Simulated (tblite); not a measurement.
C₆H₅F₂OSi (charge +1).
Structure used (GFN2-xTB), in Å, numbered top down from 1:
```xyz
15
C6H5F2OSi angstrom
O     -2.6460    2.0897    0.3948
C     -1.8495    1.2133    0.2017
C     -2.2101   -0.1562   -0.1908
C     -1.3616   -1.1843   -0.3868
C      0.0813   -1.1846   -0.2680
C      0.8470   -0.1273    0.0888
C      2.3587   -0.1814    0.1189
F      2.8443    0.0040   -1.1225
F      2.7760    0.8797    0.8591
Si     0.0888    1.5468    0.4382
H     -3.2748   -0.3053   -0.3245
H     -1.7913   -2.1357   -0.6741
H      0.5675   -2.1262   -0.4961
H      2.7933   -1.1008    0.5362
H      0.7720    2.7762    0.8032
```

Calculated harmonic vibrations of the isolated species, GFN2-xTB (tblite), most abundant isotopes, no scaling. The method is semi-empirical: single wavenumbers can be off by several per cent or more. Modes of hydrogen on silicon can be 10 to 20 % off. One conformer, not necessarily the lowest.

Harmonic wavenumbers (cm⁻¹): 28.0, 53.0, 111.4, 142.0, 199.9, 264.1, 303.5, 316.4, 372.4, 393.6, 461.0, 479.5, 511.1, 570.8, 590.6, 591.8, 678.8, 750.4, 784.0, 910.8, 939.1, 987.2, 1019.2, 1049.4, 1074.4, 1108.4, 1203.3, 1222.1, 1227.2, 1273.3, 1331.9, 1542.9, 1607.0, 1705.9, 2375.2, 2907.1, 3052.6, 3059.6, 3074.4.

A = 2192, B = 763.4, C = 605.8 MHz; mass 159.008 u (most abundant isotopes); point group C1, symmetry number 1.

What is the zero-point energy?

½Σν̃ = 20137 cm⁻¹ = 57.57 kcal/mol.

Entropy at 298.15 K, 1 bar (ideal gas, RRHO, classical rotation)?

Translation 41.13, rotation 30.14, vibration 30.42: S = 101.7 cal/(mol K).

And Cp and H(298.15 K) − H(0)?

Cp = 38.61 cal/(mol K), of which vibrations give 30.66 (their classical limit is 39 R = 77.5); H(298.15 K) − H(0) = 7.03 kcal/mol without the zero-point energy, 4.66 from vibrations.

Which modes carry the vibrational entropy at 298.15 K?

28.0 cm⁻¹: 5.97; 53.0 cm⁻¹: 4.70; 111.4 cm⁻¹: 3.24; 142.0 cm⁻¹: 2.78; 199.9 cm⁻¹: 2.13; 264.1 cm⁻¹: 1.63 cal/(mol K); the other 33 give 9.96 together.

What must be added to the electronic energy to get the Gibbs energy at 298.15 K and 1 bar?

ZPE + [H(298.15 K) − H(0)] − T·S = 57.57 + 7.03 − 30.32 = 34.28 kcal/mol.

How do the functions run with temperature in this model?

| T (K) | S (cal/(mol K)) | Cp (cal/(mol K)) | H − H(0) (kcal/mol) | G − H(0) (kcal/mol) | ln q(vib) |
| --- | --- | --- | --- | --- | --- |
| 50 | 61.5 | 13.3 | 0.53 | -2.55 | 0.90 |
| 100 | 72.2 | 18.4 | 1.32 | -5.90 | 2.21 |
| 373.15 | 111.0 | 44.9 | 10.17 | -31.27 | 9.41 |
| 500 | 125.4 | 53.3 | 16.42 | -46.29 | 12.65 |
| 750 | 149.3 | 64.0 | 31.22 | -80.73 | 18.62 |
| 1000 | 168.6 | 70.4 | 48.08 | -120.55 | 23.96 |

q(vib) and H(0) count from the zero-point level.

Hindered rotation and anharmonicity are outside this model. Other conformers, if any are populated, would add a mixing term that is left out. The structure is chiral; the term R ln 2 for an equal mix with its mirror image is left out.
